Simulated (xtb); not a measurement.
ethylenediamine (C$_{2}$H$_{8}$N$_{2}$), singlet, from a rough starting geometry; GFN2-xTB run with xtb.

xtb was given this input:
```
$ xtb mol.xyz --gfn 2 --opt vtight --json

# file mol.xyz
12

N      1.79081219     0.32682982    -0.23509388
C      0.63390967     0.10383189     0.54160852
C     -0.53993730    -0.25198542    -0.50414599
N     -1.78720352    -0.64016733     0.24927878
H      2.57311495     0.53872965     0.40961988
H      1.76725618     1.07705735    -0.78341377
H      0.26549020     0.92219679     1.08257384
H      0.75668746    -0.73907843     1.12679327
H     -0.22041467    -1.15557258    -1.01741111
H     -0.63220308     0.53976669    -1.18883311
H     -2.45447319    -0.88661350    -0.39274337
H     -2.13126961     0.16683715     0.79541095
```

Output, abridged:

```
   ID    Z sym.   atoms
    1    7 N      1, 4
    2    6 C      2, 3
    3    1 H      5-12

           -------------------------------------------------
          |                Calculation Setup                |
           -------------------------------------------------

           -------------------------------------------------
          |                 G F N 2 - x T B                 |
           -------------------------------------------------

          ...................................................
          :                      SETUP                      :
          :.................................................:
          :  # basis functions                  24          :
          :  # atomic orbitals                  24          :
          :  # shells                           16          :
          :  # electrons                        26          :
          :  max. iterations                   250          :
          :  Hamiltonian                  GFN2-xTB          :
          :  restarted?                      false          :
          :  GBSA solvation                  false          :
          :  PC potential                    false          :
          :  electronic temp.          300.0000000     K    :
          :  accuracy                    1.0000000          :
          :  -> integral cutoff          0.2500000E+02      :
          :  -> integral neglect         0.1000000E-07      :
          :  -> SCF convergence          0.1000000E-05 Eh   :
          :  -> wf. convergence          0.1000000E-03 e    :
          :  Broyden damping             0.4000000          :
          :  net charge                          0          :
          :  unpaired electrons                  0          :
          ...................................................

 iter      E             dE          RMSdq      gap      omega  full diag
   1    -14.3382187 -0.143382E+02  0.337E+00    9.79       0.0  T
   2    -14.3605923 -0.223735E-01  0.182E+00   10.20       1.0  T
   3    -14.3618434 -0.125118E-02  0.708E-01   10.23       1.0  T
   4    -14.3619290 -0.855689E-04  0.119E-01   10.23       1.0  T
   5    -14.3619774 -0.484107E-04  0.444E-02   10.20       1.0  T
   6    -14.3619788 -0.138096E-05  0.167E-02   10.20       1.7  T
   7    -14.3619792 -0.348786E-06  0.224E-03   10.20      12.9  T
   8    -14.3619792 -0.464916E-08  0.432E-04   10.20      66.9  T
   9    -14.3619792 -0.441592E-09  0.128E-04   10.20     226.4  T

   *** convergence criteria satisfied after 9 iterations ***

         :::::::::::::::::::::::::::::::::::::::::::::::::::::
         ::                     SUMMARY                     ::
         :::::::::::::::::::::::::::::::::::::::::::::::::::::
         :: total energy             -14.145520683654 Eh    ::
         :: gradient norm              0.199801078104 Eh/a0 ::
         :: HOMO-LUMO gap             10.200519395858 eV    ::
         ::.................................................::
         :: SCC energy               -14.361977814659 Eh    ::
         :: -> isotropic ES            0.022972973666 Eh    ::
         :: -> anisotropic ES          0.004900298157 Eh    ::
         :: -> anisotropic XC          0.013576128551 Eh    ::
         :: -> dispersion             -0.004949406364 Eh    ::
         :: repulsion energy           0.216457131005 Eh    ::
         :: add. restraining           0.000000000000 Eh    ::
         :: total charge              -0.000000000000 e     ::
         :::::::::::::::::::::::::::::::::::::::::::::::::::::

      -----------------------------------------------------------
     |                   =====================                   |
     |                        A N C O P T                        |
     |                   =====================                   |
     |               Approximate Normal Coordinate               |
     |                Rational Function Optimizer                |
      -----------------------------------------------------------
      -----------------------------------------------------------
     |                   =====================                   |
     |                        A N C O P T                        |
     |                   =====================                   |
     |               Approximate Normal Coordinate               |
     |                Rational Function Optimizer                |
      -----------------------------------------------------------

          ...................................................
          :                      SETUP                      :
          :.................................................:
          :   optimization level         verytight          :
          :   max. optcycles                   240          :
          :   ANC micro-cycles                  20          :
          :   degrees of freedom                30          :
          :.................................................:
          :   RF solver                   davidson          :
          :   write xtbopt.log                true          :
          :   linear?                        false          :
          :   energy convergence         0.1000000E-06 Eh   :
          :   grad. convergence          0.2000000E-03 Eh/α :
          :   maxmium RF displ.          1.0000000          :
          :   Hlow (freq-cutoff)         0.1000000E-01      :
          :   Hmax (freq-cutoff)         5.0000000          :
          :   S6 in model hess.         20.0000000          :
          ...................................................

generating ANC from exact Hessian ...
Using Lindh-Hessian (1995)
 Shifting diagonal of input Hessian by    3.9294697918409224E-003
 Lowest  eigenvalues of input Hessian
    0.000000    0.000000    0.000000    0.000000    0.000000    0.000000
    0.010000    0.012777    0.016924    0.026391    0.028971    0.050915
[...]
 * total energy  :   -14.1455207 Eh     change       -0.1635492E-10 Eh
 * total energy  :   -14.1661017 Eh     change       -0.2058106E-01 Eh
 * total energy  :   -14.1686882 Eh     change       -0.2586489E-02 Eh
 * total energy  :   -14.1688219 Eh     change       -0.1336579E-03 Eh
 * total energy  :   -14.1688587 Eh     change       -0.3682844E-04 Eh
 * total energy  :   -14.1688685 Eh     change       -0.9740810E-05 Eh
 * total energy  :   -14.1688715 Eh     change       -0.3016114E-05 Eh
 * total energy  :   -14.1688733 Eh     change       -0.1850277E-05 Eh
 * total energy  :   -14.1688750 Eh     change       -0.1724652E-05 Eh
 * total energy  :   -14.1688757 Eh     change       -0.6952306E-06 Eh
 * total energy  :   -14.1688759 Eh     change       -0.1686948E-06 Eh
 * total energy  :   -14.1688760 Eh     change       -0.4023623E-07 Eh
   *** GEOMETRY OPTIMIZATION CONVERGED AFTER 12 ITERATIONS ***
[...]
         :: total energy             -14.168875952599 Eh    ::
         :: gradient norm              0.000055668378 Eh/a0 ::
         :: HOMO-LUMO gap             10.504859014805 eV    ::
         ::.................................................::
         :: SCC energy               -14.340519060767 Eh    ::
         :: -> isotropic ES            0.021853388495 Eh    ::
         :: -> anisotropic ES          0.005471188023 Eh    ::
         :: -> anisotropic XC          0.014240436788 Eh    ::
         :: -> dispersion             -0.005007850816 Eh    ::
         :: repulsion energy           0.171643108169 Eh    ::
         :: add. restraining           0.000000000000 Eh    ::
         :: total charge               0.000000000000 e     ::
         :::::::::::::::::::::::::::::::::::::::::::::::::::::

           -------------------------------------------------
          |                Property Printout                |
           -------------------------------------------------

    * Orbital Energies and Occupations

         #    Occupation            Energy/Eh            Energy/eV
      -------------------------------------------------------------
         1        2.0000           -0.6335334             -17.2393
         2        2.0000           -0.6162178             -16.7681
         3        2.0000           -0.5805100             -15.7965
         4        2.0000           -0.5631847             -15.3250
         5        2.0000           -0.5320895             -14.4789
         6        2.0000           -0.5234569             -14.2440
         7        2.0000           -0.5057327             -13.7617
         8        2.0000           -0.4960732             -13.4988
         9        2.0000           -0.4728538             -12.8670
        10        2.0000           -0.4447766             -12.1030
        11        2.0000           -0.4398636             -11.9693
        12        2.0000           -0.3675691             -10.0021
        13        2.0000           -0.3639916              -9.9047 (HOMO)
        14                          0.0220549               0.6001 (LUMO)
        15                          0.0827822               2.2526
        16                          0.1165930               3.1727
        17                          0.1299606               3.5364
        18                          0.1492086               4.0602
        19                          0.1527917               4.1577
        20                          0.1537157               4.1828
        21                          0.2346398               6.3849
        22                          0.2434470               6.6245
        23                          0.2441595               6.6439
        24                          0.2867624               7.8032
      -------------------------------------------------------------
                  HL-Gap            0.3860465 Eh           10.5049 eV
             Fermi-level           -0.1709684 Eh           -4.6523 eV

     #   Z          covCN         q      C6AA      α(0)
     1   7 N        2.630    -0.342    28.817     7.973
     2   6 C        3.732     0.018    20.353     6.440
     3   6 C        3.732     0.019    20.353     6.439
     4   7 N        2.630    -0.342    28.817     7.973
     5   1 H        0.860     0.139     1.476     1.903
     6   1 H        0.860     0.135     1.509     1.924
     7   1 H        0.922     0.002     3.023     2.719
     8   1 H        0.924     0.048     2.350     2.397
     9   1 H        0.924     0.048     2.350     2.397
    10   1 H        0.922     0.002     3.023     2.719
    11   1 H        0.860     0.139     1.476     1.903
    12   1 H        0.860     0.135     1.509     1.924

 Mol. C6AA /au·bohr⁶  :        969.648979
 Mol. C8AA /au·bohr⁸  :      19180.659267
 Mol. α(0) /au        :         46.711164

Wiberg/Mayer (AO) data.
largest (>0.10) Wiberg bond orders for each atom

 ---------------------------------------------------------------------------
     #   Z sym  total        # sym  WBO       # sym  WBO       # sym  WBO
 ---------------------------------------------------------------------------
     1   7 N    3.000 --     2 C    1.026     6 H    0.968     5 H    0.968
     2   6 C    3.986 --     1 N    1.026     3 C    1.001     8 H    0.975
                             7 H    0.969
     3   6 C    3.986 --     4 N    1.026     2 C    1.001     9 H    0.975
                            10 H    0.969
     4   7 N    3.000 --     3 C    1.026    12 H    0.968    11 H    0.968
     5   1 H    0.980 --     1 N    0.968
     6   1 H    0.982 --     1 N    0.968
     7   1 H    1.000 --     2 C    0.969
     8   1 H    0.998 --     2 C    0.975
     9   1 H    0.998 --     3 C    0.975
    10   1 H    1.000 --     3 C    0.969
    11   1 H    0.980 --     4 N    0.968
    12   1 H    0.982 --     4 N    0.968
 ---------------------------------------------------------------------------

Topologies differ in total number of bonds
Writing topology from bond orders to xtbtopo.mol

molecular dipole:
                 x           y           z       tot (Debye)
 q only:       -0.071       0.261      -0.016
   full:       -0.240       0.884      -0.055       2.332
molecular quadrupole (traceless):
                xx          xy          yy          xz          yz          zz
 q only:        1.224       0.697      -0.866       1.169       0.366      -0.358
  q+dip:        0.997       0.665      -0.355       3.693       1.017      -0.643
   full:        1.729       1.069      -1.052       3.485       1.008      -0.677

optimized geometry written to: xtbopt.xyz

           -------------------------------------------------
          | TOTAL ENERGY              -14.168875952599 Eh   |
          | GRADIENT NORM               0.000055668378 Eh/α |
          | HOMO-LUMO GAP              10.504859014805 eV   |
           -------------------------------------------------
```
